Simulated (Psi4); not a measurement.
HCl3Ge, charge -1, doublet, at a GFN2-xTB geometry (a state made from the parent by changing its charge; the spin is typed, not shown lowest) (a gas-phase anion, which may not be bound at this level); HF/STO-3G (Psi4).

Psi4 was given this input:
```
memory 2 GB

molecule {
-1 2
Ge    0.18961606    0.14465705    0.11687467
Cl   -0.81013033    2.36575078   -0.06066118
Cl    2.01410151   -1.47877166    0.11574629
Cl   -1.55983724   -1.16332174   -0.38022513
H    -0.01799083    0.06879887    1.78739072
}

set {
  basis sto-3g
  reference uhf
}

energy('scf')
print_variables()
```

Output, abridged:

```
   => Loading Basis Set <=

    Name: STO-3G
    Role: ORBITAL
    Keyword: BASIS

         ---------------------------------------------------------
                                   SCF
               by Justin Turney, Rob Parrish, Andy Simmonett
                          and Daniel G. A. Smith
                              UHF Reference
         ---------------------------------------------------------

  ==> Geometry <==

    Molecular point group: c1
    Full point group: C1

    Geometry (in Angstrom), charge = -1, multiplicity = 2:

       Center              X                  Y                   Z               Mass
    ------------   -----------------  -----------------  -----------------  -----------------
         GE           0.180973258572     0.138544953165     0.122039850286    73.921177761000
         CL          -0.818773131428     2.359638683165    -0.055495999714    34.968852682000
         CL           2.005458708572    -1.484883756835     0.120911470286    34.968852682000
         CL          -1.568480041428    -1.169433836835    -0.375059949714    34.968852682000
         H           -0.026633631428     0.062686773165     1.792555900286     1.007825032230

  Running in c1 symmetry.

  Rotational constants: A =      0.09111  B =      0.04186  C =      0.02911 [cm^-1]
  Rotational constants: A =   2731.34623  B =   1254.92366  C =    872.58567 [MHz]
  Nuclear repulsion =  499.748643076450549

  Charge       = -1
  Multiplicity = 2
  Electrons    = 85
  Nalpha       = 43
  Nbeta        = 42

  ==> Algorithm <==

  SCF Algorithm Type is DF.
  DIIS enabled.
  MOM disabled.
  Fractional occupation disabled.
  Guess Type is SAD.
  Energy threshold   = 1.00e-06
  Density threshold  = 1.00e-06
  Integral threshold = 1.00e-12

  ==> Primary Basis <==

  Basis Set: STO-3G
    Blend: STO-3G
    Number of shells: 24
    Number of basis functions: 46
    Number of Cartesian functions: 47
    Spherical Harmonics?: true
    Max angular momentum: 2

   => Loading Basis Set <=

    Name: (STO-3G AUX)
    Role: JKFIT
    Keyword: DF_BASIS_SCF

  ==> Integral Setup <==

  SCF_SUBTYPE=INCORE selected. In-core MEM_DF algorithm will be used.
  Using in-core AOs.

  ==> MemDFJK: Density-Fitted J/K Matrices <==

    J tasked:                   Yes
    K tasked:                   Yes
    wK tasked:                   No
    Algorithm:                 Core
    Schwarz Cutoff:           1E-12
    Mask sparsity (%):      16.0681
[...]
   @DF-UHF iter   8: -3416.13926098458751   -2.56886e-07   2.09680e-06 DIIS
   @DF-UHF iter   9: -3416.13926102468213   -4.00946e-08   4.20405e-07 DIIS
  Energy and wave function converged.

  ==> Post-Iterations <==

   @Spin Contamination Metric:   1.320303976E-02
   @S^2 Expected:                7.500000000E-01
   @S^2 Observed:                7.632030398E-01
   @S   Expected:                5.000000000E-01
   @S   Observed:                5.000000000E-01

    Orbital Energies [Eh]
    ---------------------

    Alpha Occupied:

[...]
      43A     -0.040293

    Alpha Virtual:

[...]
    Beta Occupied:

[...]
    Beta Virtual:

[...]
      46A      0.616114

    Final Occupation by Irrep:
              A
    DOCC [    42 ]
    SOCC [     1 ]
    NA   [    43 ]
    NB   [    42 ]

  @DF-UHF Final Energy: -3416.13926102468213

   => Energetics <=

    Nuclear Repulsion Energy =            499.7486430764505485
    One-Electron Energy =               -5789.6083718577028776
    Two-Electron Energy =                1873.7204677565707698
    Total Energy =                      -3416.1392610246821278

  UHF NO Occupations:
  HONO-2 :   41  A 1.9985917
  HONO-1 :   42  A 1.9952402
  HONO-0 :   43  A 1.0000000
  LUNO+0 :   44  A 0.0047598
  LUNO+1 :   45  A 0.0014083
  LUNO+2 :   46  A 0.0004458

Computation Completed

Properties will be evaluated at   0.000000,   0.000000,   0.000000 [a0]

Properties computed using the SCF density matrix

 Multipole Moments:

 ------------------------------------------------------------------------------------
     Multipole            Electronic (a.u.)      Nuclear  (a.u.)        Total (a.u.)
 ------------------------------------------------------------------------------------

 L = 1.  Multiply by 2.5417464519 to convert [e a0] to [Debye]
 Dipole X            :          1.5459944           -1.3719322            0.1740622
 Dipole Y            :          1.1003506           -0.9702160            0.1301345
 Dipole Z            :         -0.7705124            0.8199049            0.0493925
 Magnitude           :                                                    0.2228727

 ------------------------------------------------------------------------------------

  Variable Map:
  ----------------------------------------------------------------------------
[...]
  Array Variable Map:
  ----------------------------------------------------------------------------
[...]
[...]
```
